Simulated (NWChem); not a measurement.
Species: C4H4F2; SMILES CC#CC(F)F

Computed with NWChem. Medium grid unless said otherwise, to which SCAN and Minnesota functionals are sensitive. Geometry: optimised at B3LYP/6-31G* (spherical d). Total energies of different functionals are on different scales.

```json
[
 {"level": "PBE/def2-TZVP", "energy (Ha)": "-354.2052", "highest occupied level (eV)": "-6.95", "orbital gap (eV)": "6.14", "dipole (D)": "3.04"},
 {"level": "B3LYP/def2-TZVP", "energy (Ha)": "-354.6020", "highest occupied level (eV)": "-7.98", "orbital gap (eV)": "7.95", "dipole (D)": "3.14"},
 {"level": "Hartree-Fock/def2-TZVP", "energy (Ha)": "-352.7578", "highest occupied level (eV)": "-10.99", "orbital gap (eV)": "14.53", "dipole (D)": "3.30"},
 {"level": "PBE0/def2-TZVP", "energy (Ha)": "-354.2153", "highest occupied level (eV)": "-8.20", "orbital gap (eV)": "8.42", "dipole (D)": "3.13"},
 {"level": "r2SCAN/def2-TZVP", "energy (Ha)": "-354.4188", "highest occupied level (eV)": "-7.18", "orbital gap (eV)": "6.64", "dipole (D)": "3.13"},
 {"level": "LDA (Slater exchange, VWN5)/def2-TZVP", "energy (Ha)": "-351.9056", "highest occupied level (eV)": "-7.13", "orbital gap (eV)": "6.05", "dipole (D)": "3.19"}
]
```
